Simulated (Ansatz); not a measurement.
Species: InCl (charge 0, triplet). This is an excited triplet: at this geometry the singlet lies 3.24 eV lower at CCSD(T)/CBS(def2-TZVPPD,def2-QZVPPD). 
Geometry from a B3LYP-D3(BJ)/def2-TZVP (Ansatz, a first-principles code) optimisation:
```
In
Cl 1 2.4026
```
Charge 0, spin multiplicity 3.

Parts of the frozen-core correlation energy in def2-SVP (Ansatz, hartree). Frozen orbitals: 14; correlated occupied orbitals by spin: 6 and 4; virtual: 24 and 26. UHF or UKS for open shells. No spin-orbit coupling. Past Kr the def2 sets carry scalar-relativistic core potentials.

```
term                            value
-------------------------  ----------
reference (HF)             -648.55143
MP2 opposite-spin            -0.11055
MP2 same-spin              (withheld)
CCSD correlation           (withheld)
(T)                        (withheld)
CCSDT minus CCSD(T)          -0.00061
CCSDT(Q) minus CCSD(T)       -0.00102
T1 diagnostic                   0.019
largest doubles amplitude       0.045
<S^2> of the reference          2.010
```

Task: Fill in the missing entries.

Result: 
- MP2 same-spin, value: -0.04185
- CCSD correlation, value: -0.16933
- (T), value: -0.00402
